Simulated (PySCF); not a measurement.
Cartesian coordinates (Å):
SMILES: CS[SiH2]
```xyz
8

C     -1.2434    -0.3593     0.0231
S      0.1740    -1.1640     0.8461
Si     1.7401     0.1398     0.2528
H     -1.1422    -0.4128    -1.0600
H     -1.3345     0.6789     0.3410
H     -2.1337    -0.9077     0.3279
H      2.9274    -0.2553     1.0584
H      1.3665     1.5614     0.5274
```
Charge 0, spin multiplicity 2.

Problem. Estimate the dipole moment, total energy and highest occupied spin orbital that PBE-D3(BJ)/def2-TZVP // r2SCAN-D4/def2-TZVP run with PySCF 2.14.0 returns for this input.

Solution. 
- dipole moment: 1.51 D
- total energy: -19821.59 eV
- highest occupied spin orbital: -4.68 eV
